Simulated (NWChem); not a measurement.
System: CH2F2O2Si; SMILES O=CO[SiH](F)F

The following NWChem deck was run.

```
start job
memory heap 200 mb stack 900 mb global 1100 mb
geometry units angstroms noautoz
  O     -0.926720     1.850180     0.000000
  C      0.264317     1.828971     0.000000
  O      1.009617     0.706618     0.000000
  Si     0.394881    -0.850972     0.000000
  F     -0.508800    -1.086019    -1.299237
  F     -0.508800    -1.086019     1.299237
  H      0.920179     2.723297     0.000000
  H      1.546158    -1.758412     0.000000
end
basis spherical
  * library def2-svp
end
dft
  xc xwpbe 1.00 cpbe96 1.0 hfexch 1.00
  cam 0.25 cam_alpha 0.0 cam_beta 1.0
  iterations 150
  vectors input atomic output neutral.movecs
end
task dft energy
charge 1
dft
  odft
  mult 2
  vectors input atomic output cation.movecs
end
task dft energy
```

All runs use the structure optimised with PBE0/def2-SVP.

Ions are spin-unrestricted doublets at the neutral geometry; other ion states weren't tried. Functional: LC-ωPBE (HJS hole) with def2-SVP; the question gives the range parameter ω in 1/bohr.

Q: What results follow from this input? (LC-wPBE (HJS exchange hole, range parameter 0.25 per bohr)/def2-SVP, vertical spin-unrestricted ions.) Quantities: vertical ionisation energy, ΔSCF (eV); −ε(HOMO) (eV).

A: The vertical ionisation energy, ΔSCF (eV) is 11.43 and the −ε(HOMO) (eV) is 10.30.
